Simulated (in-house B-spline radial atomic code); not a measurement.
Inner levels of gadolinium as electrons are removed. A shift is the extra binding of the orbital against the neutral atom ([Xe] 4f7 5d1 6s2). The density at the nucleus is averaged over the nuclear charge. Computed with an all-electron radial atomic-structure program (B-spline basis): Dirac-Hartree-Fock, average of the configuration, finite nuclei.

```
  ion  configuration  shift of 1s1/2 (eV)  radius of 1s1/2 (bohr)  Σ<r²> (bohr²)  change of density at nucleus (bohr⁻³)
Gd48+   [Ne] 3s2 3p4               3247.2                0.021896        0.40368                                 704.26
Gd49+   [Ne] 3s2 3p3                    ?                       ?              ?                                      ?
Gd50+   [Ne] 3s2 3p2              3573.69                 0.02189         0.2886                                1276.83
Gd51+   [Ne] 3s2 3p1              3739.83                0.021887        0.23297                                1567.72
Gd52+       [Ne] 3s2               3907.9                0.021884        0.17857                                1861.61
Gd53+       [Ne] 3s1              4068.86                0.021883        0.12277                               -6828.44
Gd54+   [He] 2s2 2p6              4231.39                0.021881       0.067997                                 -15719
Gd55+   [He] 2s2 2p5              4625.21                0.021866       0.059353                               -15032.3
Gd56+   [He] 2s2 2p4                    ?                       ?              ?                                      ?
Gd57+   [He] 2s2 2p3              5426.96                0.021836       0.042807                               -13652.3
Gd58+   [He] 2s2 2p2                    ?                       ?              ?                                      ?
Gd59+   [He] 2s2 2p1              6247.51                0.021804       0.027196                               -12265.5
Gd60+       [He] 2s2              6664.83                0.021787       0.019721                               -11570.6
Gd61+       [He] 2s1              7038.16                0.021785       0.010417                               -47219.7
Gd62+            1s2              7414.63                0.021775      0.0012917                                 -83636
Gd63+            1s1              8599.08                0.021633       0.000637                                -333079
```

(1) Fill in the row of Gd49+.

(2) Fill in the row of Gd56+.

(3) Fill in the row of Gd58+.

## Answers

(1) shift of 1s1/2 (eV): 3409.48; radius of 1s1/2 (bohr): 0.021893; Σ<r²> (bohr²): 0.34549; change of density at nucleus (bohr⁻³): 989.

(2) shift of 1s1/2 (eV): 5023.73; radius of 1s1/2 (bohr): 0.021851; Σ<r²> (bohr²): 0.050959; change of density at nucleus (bohr⁻³): -14343.3.

(3) shift of 1s1/2 (eV): 5834.88; radius of 1s1/2 (bohr): 0.02182; Σ<r²> (bohr²): 0.034889; change of density at nucleus (bohr⁻³): -12959.6.
